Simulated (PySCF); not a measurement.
## Excitation energy of Be by level of theory

Be [He] 2s2 (1S) → Be [He] 2s1 2p1 (3P), as a difference of total energies. All numbers are calculated (PySCF 2.14, scalar relativity by spin-free X2C-1e, in x2c-TZVPPall with one added diffuse shell of s type (6s3p1d, 20 functions)). Correlated levels: valence and next inner shell: nothing frozen. The calculations carry no spin-orbit coupling.

```
                                method  excitation energy (eV)
                                   UHF                   1.638
    MP2 (valence and next inner shell)                   2.303
SCS-MP2 (valence and next inner shell)                   2.484
   CCSD (valence and next inner shell)                   2.744
CCSD(T) (valence and next inner shell)                   2.751
```

Estimate what CCSDT (valence and next inner shell) gives.

2.752 eV, closest to CCSD(T) (valence and next inner shell) among the rows shown.

Estimate what FCI (valence and next inner shell) gives.

2.752 eV, closest to CCSD(T) (valence and next inner shell) among the rows shown.

Errors of the correlated levels include the incompleteness of this basis.

The basis was made for the ground configuration and has no added diffuse functions, so the excitation energy can come out too high.

For comparison: 2.725 eV (measured; NIST levels, between the centres of gravity of the two terms).
